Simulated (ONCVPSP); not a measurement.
# tin: excitation energies, all-electron against ONCV

| Property | Result |
| --- | --- |
| Element | tin (Sn) |
| Generator | ONCVPSP 4.0.1 |
| Type | optimised norm-conserving Vanderbilt (ONCV) |
| Functional | LDA (Perdew-Zunger) |
| Relativity | scalar-relativistic |
| Frozen core | [Ar] 3d10 |
| Valence charge | 22 |
| Reference configuration | 4s2 4p6 4d10 5s1.5 5p2.5 |
| Partial waves | 4s+5s: rc 1.60 bohr, ncon 4, nbas 7, qcut 7.8 1/bohr, 2 projectors; 4p+5p: rc 1.30 bohr, ncon 5, nbas 10, qcut 10.2 1/bohr, 2 projectors; 4d: rc 1.10 bohr, ncon 3, nbas 6, qcut 10.2 1/bohr, 2 projectors, debl 3.1 Ha |
| Local potential | polynomial inside 0.75 bohr (lpopt 4, dvloc0 6 Ha) |
| Core correction | Teter function, parameters optimised by the program |

Energies are relative to the spin-unpolarised reference configuration 4s2 4p6 4d10 5s1.5 5p2.5; without spin polarisation the order of configurations can differ from experiment.

| valence configuration | charge | ΔE all-electron (eV) | error AE − PS (meV) |
| --- | --- | --- | --- |
| 4s2 4p6 4d10 5s2 5p2 | 0 | -3.504 | 0.0 |
| 4s2 4p6 4d10 5s2 5p0 | +2 | 17.858 | -4.2 |
| 4s2 4p6 4d10 5s1 5p2 | +1 | 11.328 | -2.2 |

What are ΔE and the potential's error for 4s2 4p6 4d10 5s2 5p1?

ΔE = 3.594 eV all-electron; the error (AE − PS) is -1.4 meV.

Levels in the configuration 4s2 4p6 4d10 5s2 5p0:

```tsv
level	all-electron (eV)	pseudo (eV)
4s	-151.243	-151.220
4p	-107.140	-107.135
4d	-43.385	-43.386
5s	-26.534	-26.532
```
